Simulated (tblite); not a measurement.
Species: C8H5F2 (doublet state).
Numbering: `[CH:1]#[C:2][C@@:3]12[CH:4][C@H:5]3[C@@H:6]1[C@@H:7]2[C:8]3([F:9])[F:10]` (hydrogens: H11 on C1; H12 on C4; H13 on C5; H14 on C6; H15 on C7)
Bond orders are those of one Lewis drawing.

Computed with GFN2-xTB (tblite), gas phase: L-BFGS steps from a force-field or distance-geometry start until the largest atomic force falls under 0.01 eV/Å.

Geometry at step 6:
```
atom  x, y, z in Å
C1      3.2275    0.3153    0.4666
C2      2.0414    0.4168    0.3190
C3      0.6552    0.3675    0.0123
C4     -0.2565    1.3165   -0.6423
C5     -1.2023    0.1917   -0.9444
C6     -0.0301   -0.7969   -0.6896
C7     -0.2804   -0.6264    0.7807
C8     -1.7091   -0.2438    0.4672
F9     -2.4322   -1.3904    0.4102
F10    -2.4461    0.5672    1.2696
H11     4.2681    0.2676    0.6184
H12    -0.3696    2.3836   -0.5949
H13    -1.8324    0.1609   -1.8298
H14     0.3539   -1.6267   -1.2417
H15     0.0083   -1.2950    1.5768
```

**Question.** Give the atomic forces at this geometry.

**Answer.** 
| atom | Fx (eV/Å) | Fy (eV/Å) | Fz (eV/Å) |
| --- | --- | --- | --- |
| C1 | 0.116 | 0.047 | 0.046 |
| C2 | -0.157 | 0.038 | -0.054 |
| C3 | -0.020 | -0.012 | 0.090 |
| C4 | 0.094 | -0.169 | 0.017 |
| C5 | -0.013 | 0.110 | 0.175 |
| C6 | 0.039 | 0.057 | 0.146 |
| C7 | 0.032 | -0.096 | -0.166 |
| C8 | 0.097 | -0.146 | -0.124 |
| F9 | -0.438 | -0.166 | -0.116 |
| F10 | 0.342 | 0.138 | -0.277 |
| H11 | -0.152 | 0.054 | 0.023 |
| H12 | 0.008 | -0.196 | -0.003 |
| H13 | -0.141 | 0.142 | 0.317 |
| H14 | 0.048 | -0.038 | -0.081 |
| H15 | 0.146 | 0.237 | 0.006 |

The largest, 0.48 eV/Å, acts on F9; the rms over all components is 0.148 eV/Å. The forces sum to zero within rounding, as they must for an isolated molecule in no field.

**Question.** Give the force on F9 in Eh/bohr and in nN.

**Answer.** 0.483 eV/Å ÷ 51.422 = 0.00938 Eh/bohr, and 0.483 eV/Å × 1.602 = 0.77 nN.

**Question.** How far is this geometry from the end of the optimisation?

**Answer.** 0.143 eV above it, and 0.191 Å rms away after alignment. The bonds farthest from their final lengths, with half the difference of the two atoms' forces along the bond (positive lengthens):

| bond | now (Å) | final (Å) | force along bond (eV/Å) |
| --- | --- | --- | --- |
| C5–C8 | 1.562 | 1.550 | -0.12 |
| C6–C7 | 1.501 | 1.492 | -0.16 |
| C4–C5 | 1.500 | 1.492 | -0.09 |
| C5–C6 | 1.554 | 1.563 | +0.03 |
| C3–C4 | 1.470 | 1.462 | -0.07 |
| C2–C3 | 1.421 | 1.415 | -0.08 |

The angle farthest from its final value is C1–C2–C3, 171.3° against 179.6°.

The cost below is that of the whole relaxation. Hardware: one thread, Arm Neoverse V2 (aarch64), shared host with 96 logical CPUs at a one-minute load of 24. Cost: 0.3 s wall.
